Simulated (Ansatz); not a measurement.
Reactions of CH4Mg, SMILES `[CH3][MgH]`.

Program: Ansatz. Geometries: PBE0-D4/def2-TZVP. ΔE: electronic, gas phase. CCSD(T)/CBS adds triple-zeta CCSD(T) − MP2 to the extrapolated MP2 energy (def2 sets, frozen cores). This one scheme is used for every species, atoms too. DFT in def2-TZVPP. Open shells (•) are unrestricted, without spin–orbit coupling. For Ge, Mg outer-core shells are correlated without core-valence functions, so the limit isn't a true one: a few kJ/mol of doubt a bond, and 10 to 20 or more in all where bonds break to atoms. Scalar relativity is left out up to krypton. Each species was taken in one conformer, which may not be the lowest.

| reaction | PBE0-D4 (kJ/mol) | r2SCAN-D4 (kJ/mol) | HF/CBS(def2) (kJ/mol) |
| --- | --- | --- | --- |
| `[CH3][MgH]` → `[CH3]`• + `[MgH]`• | 264 | 253 | 156 |
| `[CH3][MgH]` + `[OH]`• → `[CH3][Mg]`• + H₂O | -224 | -217 | -151 |
| `[CH3][MgH]` + `[CH3]`• → `[CH3][Mg]`• + CH₄ | -176 | -163 | -142 |
| `[CH3][MgH]` → H• + `[CH3][Mg]`• | 282 | 289 | 215 |
| `[CH3][MgH]` + `[SH][Ge][SH]` → `C[S][Ge][SH]` + `[MgH2]` | 36 | 39 | 36 |

Task: Give the CCSD(T)/CBS values in the same order. (Best estimate.)

Result: The calculation gave: 295, -213, -155, 317, 42 kJ/mol.

Largest T1 diagnostic: 0.014, for `[SH][Ge][SH]`.
